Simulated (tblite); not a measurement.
Species: C6H14N (doublet state).
Z-matrix (Å and degrees, GFN2-xTB geometry), rows numbered from 1:
```
C 
C   1  1.4615
C   2  1.5858  1  114.27
C   3  1.5299  2  108.97  1    55.61
N   3  1.4449  2  112.49  1   -63.90
C   3  1.5395  2  109.74  1   174.41
C   6  1.5253  3  115.99  2    61.52
H   1  1.0721  2  121.07  3   -91.34
H   1  1.0740  2  120.73  3    81.31
H   2  1.0935  1  109.96  3  -119.39
H   2  1.0914  1  110.52  3   120.05
H   4  1.0870  3  109.56  2  -178.53
H   4  1.0874  3  110.25  2   -59.02
H   4  1.0865  3  110.64  2    61.18
H   5  1.0133  3  110.55  2    64.16
H   5  1.0129  3  111.31  2   -56.29
H   6  1.0919  3  108.33  2   -61.26
H   6  1.0920  3  107.04  2  -177.36
H   7  1.0881  6  109.37  3   178.03
H   7  1.0875  6  111.56  3   -62.73
H   7  1.0872  6  111.07  3    59.07
```

Computed values, GFN2-xTB/tblite, gas phase, harmonic and unscaled. Against measured fundamentals such values can be off by several per cent, at times by over 20. One conformer, not necessarily the lowest. Open shells enter through the occupations alone, without spin polarisation, and single modes of such species can be off by tens of per cent.

Harmonic wavenumbers (cm⁻¹): 46.2, 95.9, 187.6, 208.8, 234.6, 239.4, 279.3, 293.4, 328.8, 355.2, 405.1, 440.5, 485.4, 542.9, 738.9, 799.6, 811.3, 876.7, 910.0, 976.1, 1001.1, 1021.1, 1031.7, 1075.8, 1099.6, 1133.7, 1178.6, 1209.1, 1224.3, 1259.5, 1281.6, 1304.4, 1356.5, 1400.5, 1410.4, 1413.4, 1470.3, 1475.4, 1488.9, 1494.7, 1504.3, 1512.6, 1557.0, 2942.2, 2967.4, 2974.0, 2983.4, 3027.7, 3031.9, 3036.0, 3041.1, 3042.0, 3043.7, 3126.1, 3165.7, 3405.8, 3433.5.

A = 3426, B = 1923, C = 1702 MHz; mass 100.113 u (most abundant isotopes); point group C1, symmetry number 1; spin multiplicity 2.

Task: Zero-point energy?

Result: Half the sum of the wavenumbers: 41190 cm⁻¹ = 117.77 kcal/mol.

Task: Give the ideal-gas entropy at 298.15 K and 1 bar in the rigid-rotor, harmonic-oscillator model (classical rotation).

Result: Translation 39.75, rotation 27.75, vibration 26.77, spin (R ln 2) 1.38: S = 95.6 cal/(mol K).

Task: And Cp and H(298.15 K) − H(0)?

Result: Cp = 38.40 cal/(mol K), of which vibrations give 30.45 (their classical limit is 57 R = 113.3); H(298.15 K) − H(0) = 6.81 kcal/mol without the zero-point energy, 4.44 from vibrations.

Task: What must be added to the electronic energy to get the Gibbs energy at 298.15 K and 1 bar?

Result: ZPE + [H(298.15 K) − H(0)] − T·S = 117.77 + 6.81 − 28.52 = 96.06 kcal/mol.

Task: Which modes carry the vibrational entropy at 298.15 K?

Result: 46.2 cm⁻¹: 4.97; 95.9 cm⁻¹: 3.54; 187.6 cm⁻¹: 2.25; 208.8 cm⁻¹: 2.05; 234.6 cm⁻¹: 1.84; 239.4 cm⁻¹: 1.81 cal/(mol K); the other 51 give 10.30 together.

Task: Blend soft modes into free rotors: weight 1/[1 + (100 cm⁻¹/ν̃)⁴] for the oscillator and the rest for a rotor with moment μB/(μ + B), μ = h/(8π²ν), B = 10⁻⁴⁴ kg m². What vibrational entropy results?

Result: 25.16 cal/(mol K) in place of 26.77, which changes −T·S at 298.15 K by +0.48 kcal/mol.

Task: How do the functions run with temperature in this model?

Result: 
```json
{"T (K)": "100", "S (cal/(mol K))": "66.7", "Cp (cal/(mol K))": "17.6", "H − H(0) (kcal/mol)": "1.19", "G − H(0) (kcal/mol)": "-5.47", "ln q(vib)": "1.25"}
{"T (K)": "200", "S (cal/(mol K))": "82.4", "Cp (cal/(mol K))": "28.6", "H − H(0) (kcal/mol)": "3.53", "G − H(0) (kcal/mol)": "-12.96", "ln q(vib)": "3.53"}
{"T (K)": "300", "S (cal/(mol K))": "95.9", "Cp (cal/(mol K))": "38.6", "H − H(0) (kcal/mol)": "6.88", "G − H(0) (kcal/mol)": "-21.88", "ln q(vib)": "6.02"}
{"T (K)": "500", "S (cal/(mol K))": "120.3", "Cp (cal/(mol K))": "57.8", "H − H(0) (kcal/mol)": "16.59", "G − H(0) (kcal/mol)": "-43.54", "ln q(vib)": "11.09"}
{"T (K)": "800", "S (cal/(mol K))": "152.1", "Cp (cal/(mol K))": "77.7", "H − H(0) (kcal/mol)": "37.17", "G − H(0) (kcal/mol)": "-84.54", "ln q(vib)": "18.57"}
{"T (K)": "1000", "S (cal/(mol K))": "170.5", "Cp (cal/(mol K))": "86.8", "H − H(0) (kcal/mol)": "53.67", "G − H(0) (kcal/mol)": "-116.84", "ln q(vib)": "23.29"}
```

q(vib) and H(0) count from the zero-point level.

Hindered rotation and anharmonicity are outside this model. Other conformers, if any are populated, would add a mixing term that is left out. The structure is chiral; the term R ln 2 for an equal mix with its mirror image is left out.

The run took 0.54 s on one thread of an Arm Neoverse V2, no GPU, shared host with 192 logical CPUs at a one-minute load of 40. The figure is for the frequency step alone.
